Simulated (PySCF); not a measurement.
Isomers of CH7NOSi2, one GFN2-xTB conformer each. Single-point energies are computed at PBE0/pcSseg-1 (PySCF, gas phase, no added dispersion term), electronic only.

Task: Rank them by PBE0/pcSseg-1 energy, lowest first (kcal/mol).
A. `[NH2:1][C:2](=[O:3])[SiH2:4][SiH3:5]` with H–N1–C2–O3 180° and 0°, N1–C2–Si4–Si5 177°
B. `[CH2:1]=[N:2][SiH2:3][O:4][SiH3:5]` with C1–N2–Si3–O4 132°, N2–Si3–O4–Si5 61°

Result: B (0.0), A (29.2).

As drawn, the lower has a C=N bond and an Si–O bond, which the higher lacks; the higher has a C=O bond, an N–H bond and a C(=O)–N unit, which the lower lacks. GFN2-xTB itself gives, in the same order: 0.0, 74.8. Both levels put the same isomer lowest.

Task: Which frontier levels, dipoles and rotational constants go with these structures?

Result: 
| SMILES | HOMO (eV, PBE0/pcSseg-1) | LUMO (eV) | dipole (D) | A, B, C (MHz) |
| --- | --- | --- | --- | --- |
| C=N[SiH2]O[SiH3] | -7.08 | -0.95 | 1.47 | 7851, 1479, 1305 |
| NC(=O)[SiH2][SiH3] | -7.04 | -0.35 | 3.29 | 6126, 1703, 1374 |
